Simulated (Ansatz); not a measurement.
`F[Si](F)(F)[SnH3]` + CH₃SH → `C[S][SnH3]` + `F[SiH](F)F` at 400 K and 1 bar (cleavage of the Sn–Si bond).

Calculated with Ansatz (gas phase, PBE0-D4/def2-TZVP geometries, no zero-point term in ΔE). CCSD(T)/CBS is the MP2 limit (def2-TZVPP, def2-QZVPP) plus CCSD(T) − MP2 in def2-TZVPP, frozen cores. This one scheme is used for every species. def2 core potentials past Kr. For Sn outer-core shells are correlated without core-valence functions, which leaves a few kJ/mol of doubt a bond.

```
            species  CCSD(T)/CBS energy (Eh)  H − E (kJ/mol)  S (J/(mol·K))
`F[Si](F)(F)[SnH3]`               -804.48109           114.0          404.3
              CH₃SH               -438.22835           138.7          269.4
       `C[S][SnH3]`               -653.46026           184.5          369.5
       `F[SiH](F)F`               -589.26725            67.9          298.2
```

H − E and S are ideal-gas, rigid-rotor, harmonic terms from PBE0-D4/def2-TZVP. 1 Eh = 2625.50 kJ/mol, R = 8.31446 J/(mol·K).

Q: By hand: ΔE, ΔH, ΔS and ΔG.

A: ΔE = (-653.46026) + (-589.26725) − (-804.48109) − (-438.22835) = -0.01807 Eh = -47.4 kJ/mol. Δ(H − E) = 184.5 + 67.9 − 114.0 − 138.7 = -0.3, so ΔH = -47.7 kJ/mol. ΔS = 369.5 + 298.2 − 404.3 − 269.4 = -6.0 J/(mol·K). ΔG = -47.7 − 400 × (-6.0)/1000 = -45.3 kJ/mol.

Q: By hand: the equilibrium constant, and the temperature at which ΔG would vanish if ΔH and ΔS stayed fixed.

A: log₁₀ K = −ΔG/(RT ln 10) = 5.9. ΔG = 0 at ΔH/ΔS = 7950 K, far beyond where these terms or the molecules hold.

The number of gas molecules stays the same, so ΔS is small and ΔH decides. A doubt of 5 kJ/mol in ΔE shifts log₁₀ K by 0.7 here. Modes under 60 cm⁻¹, often nearly free rotors, make the harmonic entropy too high. These are equilibria of isolated gas molecules and say nothing of rates. Largest T1 diagnostic: 0.013 (customary marks: 0.02 for closed shells, 0.045 for open ones).
